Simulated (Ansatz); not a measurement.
Basis-set extrapolation for C2H2AlCl, SMILES `Cl[C]1=[CH][AlH]1` (PBE0-D4/def2-TZVP geometry, frozen core, Ansatz). Multiplicity 1, RHF reference.

```tsv
	def2-TZVPP	def2-QZVPP
HF	-778.284654	-778.307567
MP2 correlation	-0.568730	-0.613675
CCSD(T) correlation	-0.630348	not run
```

Energies in hartree. Use E(X) = E(∞) + A·exp(−7.88·√X) for Hartree–Fock and E(X) = E(∞) + B·X^(−2.97) for correlation, with X = 3 and 4, and add CCSD(T) minus MP2 of the smaller set to the MP2 limit.

What is the CCSD(T) energy at the basis-set limit?

HF limit: -778.307567 + (-0.022913) × 0.13774 = -778.31072. MP2 limit: -0.613675 + (-0.044945) × 0.74074 = -0.64697. Higher-order term: -0.630348 − (-0.568730) = -0.06162. Total: -779.01931 hartree, 273.9 kJ/mol below CCSD(T)/def2-TZVPP.
